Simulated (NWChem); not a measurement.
System: BH2Cl; SMILES ClB

Input file for NWChem:

```
start job
memory heap 200 mb stack 900 mb global 1100 mb
geometry units angstroms noautoz
  B      0.000000     0.000000     1.156693
  H      0.000000    -1.049465     1.717709
  H      0.000000     1.049465     1.717709
  Cl     0.000000     0.000000    -0.576386
end
basis spherical
  * library def2-svp
end
dft
  xc xwpbe 1.00 cpbe96 1.0 hfexch 1.00
  cam 0.4 cam_alpha 0.0 cam_beta 1.0
  iterations 150
  mulliken
end
task dft energy
```

Geometry: optimised at PBE0-D3(BJ)/def2-TZVP.

Task: Give the results of this calculation. (LC-wPBE (HJS exchange hole, range parameter 0.4 per bohr)/def2-SVP.) Quantities: energy (Ha); highest occupied level (eV); orbital gap (eV); dipole (D).

Result: 
```json
{
  "energy (Ha)": "-485.93",
  "highest occupied level (eV)": "-11.37",
  "orbital gap (eV)": "12.05",
  "dipole (D)": "0.55"
}
```
